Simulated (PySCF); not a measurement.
## Molecular orbitals of SiBr⁺

PW91 at R = 2.125 Å; PySCF, no relativity, basis sets Si def2-SVP, Br def2-SVP. State: ¹Σ⁺ (singlet), closed shell. Only the outer orbitals are listed, counted within each symmetry.

```
orbital  occ.  ε (eV)  on Si (%)            main shells (%)
    10σ     2  -26.99         11                    88 Br s
    11σ     2  -18.98         58  57 Si s, 31 Br p, 10 Br s
     5π     2  -14.85         14           85 Br p, 13 Si p
     5π     2  -14.85         14           85 Br p, 13 Si p
    12σ     2  -14.56         61  38 Br p, 34 Si s, 26 Si p
     6π     0  -10.41         85           85 Si p, 13 Br p
     6π     0  -10.41         85           85 Si p, 13 Br p
    13σ     0   -6.80         83           74 Si p, 19 Br p
```

Problem. Which are the highest filled and the lowest empty level, where do they sit, and how wide is the gap?

Solution. Highest filled 12σ at -14.56 eV (in %: 38 Br p, 34 Si s, 26 Si p); lowest empty 6π at -10.41 eV (in %: 85 Si p, 13 Br p); the gap at PW91 is 4.15 eV.

```json
{
  "bond order (Mayer)": "1.79",
  "⟨S²⟩": "0.000",
  "charge on Si (Mulliken, basis-dependent)": "0.81",
  "charge on Si (Löwdin, basis-dependent)": "0.66",
  "dipole moment (positive dipole points towards Br; it is taken about the centre of mass and depends on that origin)": "-4.59 D"
}
```
